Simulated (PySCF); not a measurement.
Molecule: `COCc1ccoc1`, C6H8O2.

Geometry (Å), atoms numbered from 1 in this order:
```xyz
16

C    -1.9911   -0.8878    0.6460
O    -1.7015    0.4717    0.8495
C    -0.9280    1.0450   -0.1832
C     0.4506    0.4708   -0.2829
C     1.4210    0.4172    0.7564
C     2.5084   -0.1963    0.2219
O     2.2867   -0.5239   -1.0622
C     1.0388   -0.1252   -1.3591
H    -2.6332   -1.1921    1.4700
H    -2.5171   -1.0412   -0.3049
H    -1.0818   -1.4999    0.6475
H    -1.4399    0.9322   -1.1520
H    -0.8733    2.1086    0.0676
H     1.3001    0.7832    1.7546
H     3.4649   -0.4478    0.6346
H     0.6879   -0.3054   -2.3561
```

Frames of a GFN2-xTB Langevin trajectory at 200 K; GIAO PBE0/pcSseg-1 shieldings in PySCF 2.14.0 with density-fitted response routines, gas phase, non-relativistic; equivalent atoms averaged within each frame.

δ = σ(ref) − σ, references computed at the same level: TMS for $^{13}$C (σ = 186.93 ppm), $^{1}$H (σ = 31.72 ppm); H2O for $^{17}$O (σ = 336.08 ppm). The references are static minima.

**Question.** How do the shifts (ppm) fluctuate along the trajectory?

**Answer.** 
```csv
time (fs),C6,C8,C4,C5,C3,C1,O7,O2,H15,H14
optimised geometry,148.7,146.4,130.8,118.2,69.0,57.8,298.7,28.6,7.57,6.85
250,158.0,144.2,127.7,124.5,77.9,56.9,315.1,48.2,7.78,7.47
425,145.8,153.6,132.5,121.7,66.9,50.4,299.0,32.8,7.66,6.93
625,150.5,147.8,130.9,127.4,74.5,58.3,300.6,46.0,7.87,7.32
800,157.7,153.0,135.8,123.8,74.5,58.3,318.9,26.0,7.64,7.16
1000,149.4,146.1,140.0,117.5,71.1,67.8,301.3,16.1,7.46,6.94
mean of frames,152.3,148.9,133.4,123.0,73.0,58.3,307.0,33.8,7.68,7.17
standard deviation,5.4,4.2,4.7,3.7,4.2,6.2,9.3,13.5,0.16,0.24
```

5 frames give an uncertainty of the mean of about the standard deviation over 2.2 at best, since frames this close in time may not be independent; classical motion lacks zero-point vibration, and the reference would need the same averaging.
